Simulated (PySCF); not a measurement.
## Bond length, frequency and bond energy of SrTl by level of theory

State: ²Π (doublet), unpaired electrons π ↑. Set-up: PySCF, scalar-relativistic core potentials, basis sets Sr def2-SVPD with ECP28, Tl def2-SVPD with ECP60. De refers to Sr + Tl in their high-spin ground configurations, without counterpoise correction. The functionals are run spin-unrestricted. A positive dipole means Sr(−)Tl(+). Levels whose curve was spin-contaminated or gave no clean fit are not listed.

```tsv
Level	Re (Å)	ωe (cm⁻¹)	De (eV)	μ (D)
ROHF-MP2	3.501	74.2	0.393	n/a
ROHF-SCS-MP2	3.565	65.6	0.300	n/a
PBE	3.452	83.8	0.66	-2.09
M06	3.458	84.0	0.62	-1.63
HSE06	3.457	83.0	0.58	-2.31
BHandHLYP	3.546	69.5	0.313	-2.34
```

Correlated steps freeze 4 core orbitals. Correlated levels converge slowly with the basis: in double zeta they bind strong bonds too weakly, by up to about 1 eV, and carry superposition errors of some tenths. These are scalar-relativistic numbers at best; spin–orbit coupling would shift them, the dissociation energy most. The state was picked by a PBE0 search and need not be the measured ground state.
